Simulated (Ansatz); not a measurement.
`O[SiH2]SC[SiH3]` + `[SiH3]P` → `[SiH3]P[SiH3]` + `CS[SiH2]O`  (ligand exchange at the Si–C bond)

Program: Ansatz. Geometries: PBE0-D4/def2-TZVP. ΔE: electronic, gas phase. CCSD(T)/CBS is the MP2 limit (def2-TZVPP, def2-QZVPP) plus CCSD(T) − MP2 in def2-TZVPP, frozen cores. This one scheme is used for every species. DFT in def2-TZVPP. B3LYP here is the variant with VWN-RPA as its local correlation; programs differ in this. Each species was taken in one conformer, which may not be the lowest.

```tsv
level	ΔE (kJ/mol)	difference from CCSD(T)/CBS
r2SCAN-D4	-45.1	-5.2
B3LYP-D4	-40.1	-0.2
PBE	-48.0	-8.1
r2SCAN	-45.5	-5.6
PBE0	-47.3	-7.4
B3LYP	-41.9	-2.0
HF/def2-TZVPP	-39.5	0.4
MP2/def2-TZVPP	-40.0	-0.1
SCS-MP2/def2-TZVPP	-38.0	1.9
CCSD/def2-TZVPP	-38.0	1.9
CCSD(T)/def2-TZVPP	-38.6	1.3
MP2/def2-QZVPP	-40.7	-0.8
SCS-MP2/def2-QZVPP	-38.8	1.1
HF/CBS(def2)	-39.1	0.8
MP2/CBS(def2)	-41.4	-1.5
CCSD/CBS(def2)	-39.4	0.5
CCSD(T)/CBS	-39.9	0
```

Largest T1 diagnostic among the species: 0.013.
